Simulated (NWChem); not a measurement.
Extrapolating the MP2 correlation energy of H6B2

```xyz
8

B      0.0000     0.0000     0.8885
B      0.0000     0.0000    -0.8885
H      0.0000    -0.9883     0.0000
H      1.0494     0.0000     1.4735
H     -1.0494     0.0000     1.4735
H      0.0000     0.9883     0.0000
H      1.0494     0.0000    -1.4735
H     -1.0494     0.0000    -1.4735
```
Charge 0, spin multiplicity 1.

All runs are NWChem calculations. Structure: optimised with B3LYP/def2-SVP, a minimum by its harmonic frequencies.

The correlated methods keep 2 core orbitals frozen. The structure started from a generated list of species.

Worked example. The MP2 correlation energy is -215.82 mHa in cc-pVDZ and -261.88 mHa in cc-pVTZ. The form E(X) = E∞ + A/X³ turns the pair into an estimate of the basis-set limit.

E∞ = (3³·(-261.88) − 2³·(-215.82))/(3³ − 2³) = -281.3 mHa. The larger basis holds 93 % of that. This is a two-point estimate, and a rough one from so small a pair.
